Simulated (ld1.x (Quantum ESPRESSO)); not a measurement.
## u(r) = r·R(r): atom against pseudo-atom (C)

Columns: radius, all-electron u(r) and pseudo u(r) of the 2p shell (level -5.29 eV) of carbon in the configuration [He] 2s2 2p2; PBE, scalar-relativistic, PAW scheme, ld1.x (Quantum ESPRESSO) 7.5.

| r (bohr) | all-electron | pseudo |
| --- | --- | --- |
| 0.120 | 0.0644 | 0.0099 |
| 0.240 | 0.1886 | 0.0390 |
| 0.360 | 0.3183 | 0.0852 |
| 0.480 | 0.4330 | 0.1454 |
| 0.600 | 0.5260 | 0.2153 |
| 0.720 | 0.5980 | 0.2905 |
| 0.840 | 0.6504 | 0.3661 |
| 0.960 | 0.6846 | 0.4376 |
| 1.080 | 0.7031 | 0.5010 |
| 1.200 | 0.7089 | 0.5532 |
| 1.320 | 0.7045 | 0.5922 |
| 1.440 | 0.6923 | 0.6172 |
| 1.560 | 0.6744 | 0.6285 |
| 1.680 | 0.6523 | 0.6273 |
| 1.800 | 0.6272 | 0.6157 |
| 1.920 | 0.6003 | 0.5962 |
| 2.040 | 0.5723 | 0.5714 |
| 2.160 | 0.5438 | 0.5439 |
| 2.280 | 0.5154 | 0.5155 |
| 2.400 | 0.4873 | 0.4873 |
| 2.520 | 0.4599 | 0.4599 |
| 2.640 | 0.4334 | 0.4334 |
| 2.760 | 0.4078 | 0.4078 |
| 2.880 | 0.3833 | 0.3833 |
| 3.000 | 0.3599 | 0.3599 |
| 3.120 | 0.3377 | 0.3377 |

Question: How many radial nodes do the two functions have?

Answer: The all-electron 2p function has n − l − 1 = 0; the pseudo-wave has 0.

Question: At about which radius was the pseudo-wave matched?

Answer: 2.40 bohr. The columns agree to 0.0005 from 2.16 bohr on; several derivatives are matched, so the curves merge somewhat inside the radius.

Question: Is the pseudo-wave norm-conserving?

Answer: No, it belongs to a PAW set: the norm inside the radius is not constrained, and the difference is carried by the augmentation charge.
